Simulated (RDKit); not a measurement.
Job for RDKit: MMFF94 on CH4 (SMILES C).

```python
from rdkit import Chem
from rdkit.Chem import AllChem, rdDetermineBonds

blocks = [
'''5

C     0.00000000   -0.00000000   -0.00000000
H     0.63465846    0.63465846    0.63465846
H    -0.63465846   -0.63465846    0.63465846
H     0.63465846   -0.63465846   -0.63465846
H    -0.63465846    0.63465846   -0.63465846
''',
]
mol = None
for b in blocks:
    f = Chem.MolFromXYZBlock(b)
    rdDetermineBonds.DetermineBonds(f, charge=0)
    mol = f if mol is None else Chem.CombineMols(mol, f)
Chem.SanitizeMol(mol)
print(Chem.MolToSmiles(Chem.RemoveHs(mol)))
ff = AllChem.MMFFGetMoleculeForceField(mol, AllChem.MMFFGetMoleculeProperties(mol), nonBondedThresh=100.0, ignoreInterfragInteractions=False)
e = ff.CalcEnergy()
print(f'MMFF94 energy {e:.6f} kcal/mol')
```

Output:

```
C
MMFF94 energy 0.094159 kcal/mol
```

The run finished.

Cost: about 0.05 core-seconds (a rough figure).
